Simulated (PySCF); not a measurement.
Species: C2H6BFN2.
Z-matrix (Å and degrees, PBE0-D3(BJ)/def2-SVP geometry), rows numbered from 1:
```
C 
N   1  1.4687
B   2  1.6374  1  115.79
F   3  1.3845  2  104.29  1  -177.22
C   3  1.5956  2  103.95  1    63.13
N   5  1.1601  3  174.93  2   -22.18
H   1  1.0984  2  111.36  3   178.55
H   1  1.0970  2  108.70  3    57.44
H   1  1.0974  2  108.59  3   -60.38
H   2  1.0226  1  111.10  3  -120.49
H   2  1.0238  1  110.74  3   121.94
H   3  1.2237  2  105.82  1   -55.56
```

Computed, not measured: PySCF, PBE0-D3(BJ)/def2-SVP geometry optimisation, gas phase.

Masses are those of the commonest isotopes; rigid-rotor values at the optimised geometry. The values belong to one conformer with, in the numbering `[CH3:1][NH2+:2][B@H-:3]([F:4])[C:5]#[N:6]`, C1–N2–B3–F4 -177°.

(1) Give the principal moments of inertia and the rotational constants in GHz.

(2) Classify the top.

(3) What does the inertial defect say?

(4) Give the other two planar moments, Paa and Pbb, and the rms extents of the mass along the axes.

(5) Give the coordinates in the principal-axis frame, origin at the centre of mass.

(6) List the rotational levels J(Ka,Kc) to J = 3 (MHz).

(7) Which lines would a microwave search look for?

(8) Estimate the classical rotational partition function at 10 K, 100 K and 500 K.

Answers

(1) Ia = 134.88, Ib = 159.05, Ic = 272.34 u·Å²; 505379 MHz·u·Å²/I gives 3747, 3177 and 1856 MHz, that is A = 3.7470, B = 3.1774, C = 1.8557 GHz.

(2) An asymmetric top; Ray's κ = 0.398.

(3) Not planar: Δ = Ic − Ia − Ib = -21.59 u·Å². For a rigid frame Δ = −2 Σ m c², so Σ m c² = 10.79 u·Å² lies off the ab plane: 6.16 from hydrogen and 4.63 from heavier atoms. The atom farthest from that plane is 1.65 Å away.

(4) Paa = Σ m a² = (Ib + Ic − Ia)/2 = 148.26 and Pbb = Σ m b² = (Ia + Ic − Ib)/2 = 124.08 u·Å². With the mass M = 88.06 u, the rms extents √(P/M) along a, b and c are 1.30, 1.19, 0.35 Å.

(5) The sense of each axis is arbitrary; atoms in the order of the calculation.
| atom | mass (u) | a (Å) | b (Å) | c (Å) |
| --- | --- | --- | --- | --- |
| C1 | 12.000 | -1.805 | 1.198 | -0.126 |
| N2 | 14.003 | -1.259 | -0.090 | 0.321 |
| B3 | 11.009 | 0.088 | -0.602 | -0.456 |
| F4 | 18.998 | 0.352 | -1.842 | 0.098 |
| C5 | 12.000 | 1.179 | 0.509 | -0.107 |
| N6 | 14.003 | 1.894 | 1.380 | 0.166 |
| H7 | 1.008 | -2.719 | 1.459 | 0.424 |
| H8 | 1.008 | -2.022 | 1.135 | -1.200 |
| H9 | 1.008 | -1.043 | 1.973 | 0.029 |
| H10 | 1.008 | -1.945 | -0.840 | 0.206 |
| H11 | 1.008 | -1.035 | -0.062 | 1.319 |
| H12 | 1.008 | -0.199 | -0.618 | -1.646 |

(6) Above 0(0,0):
J = 1: 1(0,1) 5033, 1(1,1) 5603, 1(1,0) 6924
J = 2: 2(0,2) 14199, 2(1,2) 14347, 2(1,1) 18312, 2(2,1) 20021, 2(2,0) 20921
J = 3: 3(0,3) 26980, 3(1,3) 27005, 3(1,2) 34436, 3(2,2) 35121, 3(2,1) 38340, 3(3,1) 41732, 3(3,0) 42231
Those of J = 1 are B + C, A + C and A + B.

(7) The dipole components are |μa| = 7.13 D, |μb| = 0.36 D, |μc| = 1.30 D. The squared components, which scale the intensities, stand as 1.00 : 0.00 : 0.03 (a : b : c). Some lines, for components of 0.1 D or more:

| type | branch | J(Ka,Kc) | MHz | lower level (cm⁻¹) |
| --- | --- | --- | --- | --- |
| c | Q | 1(1,1) ← 1(0,1) | 570 | 0.168 |
| a | Q | 2(2,0) ← 2(2,1) | 900 | 0.668 |
| b | Q | 1(1,0) ← 1(0,1) | 1891 | 0.168 |
| b | Q | 2(2,0) ← 2(1,1) | 2609 | 0.611 |
| a | Q | 2(1,1) ← 2(1,2) | 3965 | 0.479 |
| a | R | 1(0,1) ← 0(0,0) | 5033 | 0.000 |
| b | R | 1(1,1) ← 0(0,0) | 5603 | 0.000 |
| b | R | 2(0,2) ← 1(1,1) | 8596 | 0.187 |
| a | R | 2(1,2) ← 1(1,1) | 8745 | 0.187 |
| a | R | 2(0,2) ← 1(0,1) | 9166 | 0.168 |
| a | R | 2(1,1) ← 1(1,0) | 11388 | 0.231 |
| c | R | 2(2,0) ← 1(1,0) | 13997 | 0.231 |
| b | R | 2(2,0) ← 1(1,1) | 15319 | 0.187 |

(8) Point group C1, symmetry number σ = 1; q = (√π/σ)·√((kT/h)³/(ABC)), k/h = 20836.6 MHz/K: 1130 at 10 K, 35900 at 100 K, 401000 at 500 K.

Stationary, but not proved a minimum. No vibrational averaging or centrifugal distortion is included, and the geometry carries the error of its method. A rigid rotor knows nothing of internal rotation, which can split or shift real lines. Quadrupole hyperfine structure (11B, 14N) is left out.
